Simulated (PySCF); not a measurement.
Ions at one geometry of TlCl3(NH3)

PySCF 2.14.0, RKS PBE0, Tl def2-SVP with ECP60, Cl def2-SVP, N def2-SVP, H def2-SVP; non-relativistic Hamiltonian with scalar-relativistic core potentials where named; density fitting; no spin-orbit coupling; singlets restricted, open shells unrestricted. The geometry is relaxed for charge 0, singlet, vacuum:

```xyz
8

Tl    0.0205   -0.0205    0.0205
Cl    1.0048    1.7765    1.3023
Cl   -1.7765   -1.3023    1.0048
Cl    1.3023   -1.0048   -1.7765
N    -1.3792    1.3792   -1.3792
H    -1.3704    2.3416   -1.0394
H    -1.0394    1.3704   -2.3416
H    -2.3416    1.0394   -1.3704
```

Energies count from the relaxed state; an electron taken off or put on is at rest in vacuum. Charges and spins are Mulliken's.

```
                     state  energy (eV)  spin squared  charge on Tl1 (e)  spin on Tl1 (e)  dipole about the centre of mass (D)
 charge 0, singlet, vacuum         0.00          0.00               0.60             0.00                                 5.74
charge +1, doublet, vacuum        10.46          0.76               0.71            -0.04                                 5.31
```

What does the state charge -1, doublet, vacuum give?

energy (eV) -1.05, spin squared 0.75, charge on Tl1 (e) 0.26, spin on Tl1 (e) 0.47, dipole about the centre of mass (D) 5.76.

With an electron taken off (doublet) the charges change, summed by element, by Tl +0.11 e, Cl +0.81 e, N -0.00 e, H +0.08 e. The vertical ionisation energy is 10.46 eV, against −ε(HOMO) = 8.51 eV of the relaxed state. The level lies 2.0 eV too high, as is usual for semilocal functionals and global hybrids, which keep a self-interaction error.

With an electron put on (doublet) the charges change, summed by element, by Tl -0.33 e, Cl -0.56 e, N +0.03 e, H -0.14 e. The vertical electron affinity is 1.05 eV, against −ε(LUMO) = 3.00 eV of the relaxed state. The basis has no diffuse functions, which an added electron needs. The added electron's level lies above zero.

Open shells may have lower solutions than those found.
